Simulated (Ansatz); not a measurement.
CCl, doublet, geometry from GFN2-xTB; Ansatz (a program for electronic structure) with B97M-V/def2-SVPD.

Here is a job for Ansatz.
Ansatz 0.2 input:
```yaml
crystal:
  periodic: [false, false, false]
  atoms:
    - {symbol: C, position_ang: [-0.00000000, -0.00000000, -1.17524834]}
    - {symbol: Cl, position_ang: [0.00000000, 0.00000000, 0.41479353]}
basis:
  gaussian:
    orbitals: def2-SVPD
hamiltonian:
  xc: {name: B97M-V}
magnetization: {spin_polarized: true, initial_magnetization: 1}
accuracy: high
```

The log (banner, timings and long lists left out):

```
Functional definition: B97M-V
828 factors; integrals over basis functions are off by at most 3.8e-9 eV
mean field evaluation 1: about -13544.8666 eV, gradient 1.9e1 eV
mean field evaluation 2: about -13540.2158 eV, gradient 3.3e1 eV
mean field evaluation 4: about -13546.9791 eV, gradient 6.1e-1 eV
mean field evaluation 8: about -13546.9789 eV, gradient 5.3e-3 eV
mean field evaluation 16: about -13546.9789 eV, gradient 2.0e-6 eV
mean field evaluation 32: about -13546.9789 eV, gradient 1.4e-8 eV
mean field -13546.97887591 eV, -497.8422912178 hartree, gradient 1.4e-8 eV, S^2 0.754769; 1 other end points of the search recorded, 0 dependent functions left out
reference -13546.97888042 eV, -497.8422913834 hartree; 12, 11 occupied and 35, 36 virtual orbitals, 828 factors
Total energy: -13546.97888042 eV, -497.8422913834 hartree
```
